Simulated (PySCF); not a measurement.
**IrO₄, doublet: data card**

These are results of UPBE in PySCF with Ir def2-SVP with ECP60, O def2-SVP; scalar-relativistic core potentials, no spin–orbit coupling; density-fitted integrals, not measurements.

The structure is a saddle point with 1 imaginary mode.

* Point group: Cs
* Bond lengths: Ir–O 1.740 Å (×2), Ir–O 1.800 Å, Ir–O 1.867 Å
* Bond angles: O–Ir–O 73.5°, O–Ir–O 87.2°, O–Ir–O 95.3°, O–Ir–O 104.0°, O–Ir–O 160.7°, O–Ir–O 168.9°
* Atomisation energy without zero-point energy: 1791 kJ/mol
* Principal polarisabilities: 26.6, 55.3, 58.1 bohr³
* Principal quadrupole moments (Buckingham, traceless) about the centre of mass: -3.37, -2.49, 5.86 D Å
* Dipole moment: 0.61 D
* Rotational constants: 0.1737, 0.1581, 0.08276 cm⁻¹
* Highest occupied level (α): -8.34 eV
* Spin squared ⟨S²⟩: 0.847
* Lowest empty level (α): -6.71 eV
* Zero-point energy (real modes): 24.4 kJ/mol

Harmonic modes (masses in u: Ir 192.963, O 15.995):
```tsv
symmetry	ω (cm⁻¹)	IR (km/mol)	μ (u)
a''	89i	–	16.09
a'	91	3.7	18.45
a''	170	7.5	20.46
a'	285	5.1	17.99
a'	381	0.6	16.08
a'	569	0.0	16.12
a'	788	28.5	17.18
a'	888	44.9	17.55
a'	901	42.8	16.66
```

Charges (e):
```json
{"atom": "Ir1", "Mulliken": "0.92", "Löwdin": "0.17", "polar tensor": "1.15", "spin (Mulliken)": "-0.09", "Mayer order to Ir1": "–"}
{"atom": "O2", "Mulliken": "-0.24", "Löwdin": "-0.05", "polar tensor": "-0.28", "spin (Mulliken)": "0.47", "Mayer order to Ir1": "1.40"}
{"atom": "O3", "Mulliken": "-0.19", "Löwdin": "-0.02", "polar tensor": "-0.14", "spin (Mulliken)": "0.89", "Mayer order to Ir1": "1.18"}
{"atom": "O4", "Mulliken": "-0.25", "Löwdin": "-0.05", "polar tensor": "-0.34", "spin (Mulliken)": "-0.10", "Mayer order to Ir1": "1.66"}
{"atom": "O5", "Mulliken": "-0.24", "Löwdin": "-0.04", "polar tensor": "-0.39", "spin (Mulliken)": "-0.17", "Mayer order to Ir1": "1.64"}
```
Other Mayer orders above 0.3: O–O 0.50, O–O 0.55.

Mulliken populations on Ir1 (electrons outside its core potential): s 2.83, p 6.43, d 6.66, f 0.17.

This need not be the most stable arrangement of these atoms. With open d or f shells other occupations or spin states may lie lower. At this level a doublet minimum of D2d symmetry lies 186 kJ/mol below this structure. No spin–orbit coupling is included, which matters more the heavier the element.

The final relaxation and frequency run took roughly 6 core-minutes on a shared host.
